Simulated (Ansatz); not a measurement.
Reaction (ligand exchange at the Si–N bond): `FC1OCN1[SiH3]` + `C[NH][AlH][F]` → `C[N]([SiH3])[AlH][F]` + `FC1NCO1`

Calculated with Ansatz (gas phase, PBE0-D4/def2-TZVP geometries, no zero-point term in ΔE). CCSD(T)/CBS is the MP2 limit (def2-TZVPP, def2-QZVPP) plus CCSD(T) − MP2 in def2-TZVPP, frozen cores. DFT in def2-TZVPP. B3LYP here is the variant with VWN-RPA as its local correlation; programs differ in this. One conformer a species, not always the lowest.

| level | ΔE (kJ/mol) | difference from CCSD(T)/CBS |
| --- | --- | --- |
| r2SCAN-D4 | -0.7 | 0.3 |
| B2PLYP | 2.1 | 3.1 |
| r2SCAN | -0.6 | 0.4 |
| B3LYP | 4.8 | 5.8 |
| HF/def2-TZVPP | 4.5 | 5.5 |
| MP2/def2-TZVPP | -1.5 | -0.5 |
| SCS-MP2/def2-TZVPP | -0.4 | 0.6 |
| MP2/def2-QZVPP | -0.8 | 0.2 |
| SCS-MP2/def2-QZVPP | 0.4 | 1.4 |
| HF/CBS(def2) | 4.6 | 5.6 |
| CCSD(T)/CBS | -1.0 | 0 |

Largest T1 diagnostic among the species: 0.012.

In def2-TZVPP, CCSD(T) changes the Hartree–Fock value by −6.7 kJ/mol (the triples alone add −1.2 kJ/mol) and MP2 by −6.0 kJ/mol.
